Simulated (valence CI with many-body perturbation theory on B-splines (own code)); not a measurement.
Energy levels of K V

Level of theory: relativistic CI+MBPT: five valence electrons over a frozen Dirac-Fock core [Ne], radial functions for each j: 11 s, 11 p, 10 d, 8 f, 5 g, 2 h, with the one-electron correlation potential Σ1, the two-electron term Σ2, the three-electron term Σ3, Breit, model QED; selected CI, second order for the rest, scaled by the run's own slope (own B-spline code, finite nucleus).

Set against measurement, 33 paired levels are off by 288 cm⁻¹ on average, the worst by 1156. These come from a selection out of Sansonetti, J. Phys. Chem. Ref. Data 37, 7 (2008). Levels without a partner in it may be off by more. Among the levels kept, up to 3400 cm⁻¹ of a level comes from second order outside the variational space, and about a tenth of that is noise between levels of different J, which matters for small intervals. 5 measured levels below the end of the list, from 206720 cm⁻¹ on, found no clear computed partner, and computed levels of the same name lie up to 6871 cm⁻¹ from them.

Levels 136 to 175 of 175, with energies above the lowest level, 3s2 3p3 4S°_3/2. "Leading %" is the weight of the configuration and term that name the level; weights of strongly mixed levels are sums over their largest components and can fall short.

```tsv
No.	Configuration	Term	J	E (eV)	Leading %	g	Second component
136	3s 3p3 3d	2P°	1/2	54.451	76	0.663	10 % 3s2 3p 3d2 2P°
137	3s2 3p 3d2	4G°	11/2	54.492	86	1.273	5 % 3s 3p3 3d 4G°
138	3s 3p3 3d	2P°	3/2	54.623	76	1.332	10 % 3s2 3p 3d2 2P°
139	3s 3p3 3d	2S°	1/2	55.372	52	1.992	42 % 3s2 3p 3d2 2S°
140	3s2 3p2 4d	4F	3/2	55.424	88	0.446	
141	3s 3p3 3d	2D°	3/2	55.472	61	0.801	24 % 3s2 3p 3d2 2D°
142	3s2 3p2 4d	4F	5/2	55.484	85	1.061	
143	3s2 3p2 4d	2P	3/2	55.572	79	1.318	7 % 3s2 3p2 4d 4P
144	3s 3p3 3d	2D°	5/2	55.572	62	1.197	24 % 3s2 3p 3d2 2D°
145	3s2 3p2 4d	4F	7/2	55.583	89	1.244	
146	3s2 3p2 4d	4P	5/2	55.615	83	1.557	5 % 3s2 3p2 4d 4F
147	3s2 3p2 4d	2P	1/2	55.707	67	0.906	15 % 3s2 3p2 4d 4P
148	3s2 3p2 4d	4F	9/2	55.714	93	1.333	
149	3s2 3p2 4d	4P	3/2	55.724	78	1.659	9 % 3s2 3p2 4d 2P
150	3s 3p3 4s	4S°	3/2	55.776	91	2.001	
151	3s2 3p2 4d	4P	1/2	55.802	74	2.276	17 % 3s2 3p2 4d 2P
152	3s2 3p2 4d	2F	5/2	55.950	86	0.896	5 % 3s2 3p2 4d 4D
153	3s2 3p2 4d	4D	1/2	56.038	82	0.150	7 % 3s2 3p2 4d 2P
154	3s2 3p2 4d	4D	3/2	56.059	83	1.237	8 % 3s2 3p2 4d 4P
155	3s2 3p2 4d	4D	7/2	56.059	62	1.336	27 % 3s2 3p2 4d 2F
156	3s2 3p2 4d	4D	5/2	56.098	80	1.344	6 % 3s2 3p2 4d 2F
157	3s 3p3 3d	2F°	5/2	56.177	81	0.861	5 % 3s2 3p 3d2 2F°
158	3s 3p3 3d	2F°	7/2	56.181	82	1.144	5 % 3s2 3p 3d2 2F°
159	3s2 3p2 4d	2F	7/2	56.230	65	1.227	28 % 3s2 3p2 4d 4D
160	3s2 3p 3d2	2P°	3/2	56.482	40	1.333	28 % 3s 3p3 3d 2P°
161	3s2 3p 3d2	2P°	1/2	56.668	40	0.668	26 % 3s 3p3 3d 2P°
162	3s2 3p2 4d	2D	3/2	56.805	91	0.805	
163	3s2 3p2 4d	2D	5/2	56.827	90	1.192	
164	3s2 3p 3d2	4D°	1/2	57.544	78	0.000	10 % 3s 3p3 3d 4D°
165	3s2 3p 3d2	4D°	3/2	57.573	77	1.200	10 % 3s 3p3 3d 4D°
166	3s2 3p 3d2	4D°	5/2	57.619	76	1.371	10 % 3s 3p3 3d 4D°
167	3s2 3p 3d2	4D°	7/2	57.688	75	1.428	10 % 3s 3p3 3d 4D°
168	3s2 3p2 4d	2F	7/2	57.704	91	1.143	
169	3s2 3p2 4d	2F	5/2	57.748	88	0.874	
170	3s2 3p 3d2	2H°	9/2	57.884	86	0.910	7 % 3s2 3p2 4f 2H°
171	3s2 3p2 4d	2D	3/2	57.935	92	0.801	
172	3s2 3p2 4d	2D	5/2	57.978	90	1.193	
173	3s2 3p 3d2	2H°	11/2	58.110	85	1.091	9 % 3s2 3p2 4f 2H°
174	3s2 3p2 4d	2G	7/2	58.132	92	0.892	
175	3s2 3p2 4d	2G	9/2	58.132	93	1.112
```

Names give the largest LS component (configuration and term), which can be under half, so a name can repeat, a term be missing and a line seem to break the LS rules; names also repeat where a configuration has a term twice.

Where two levels of one J and parity lie close, their mixing, g and order are uncertain.
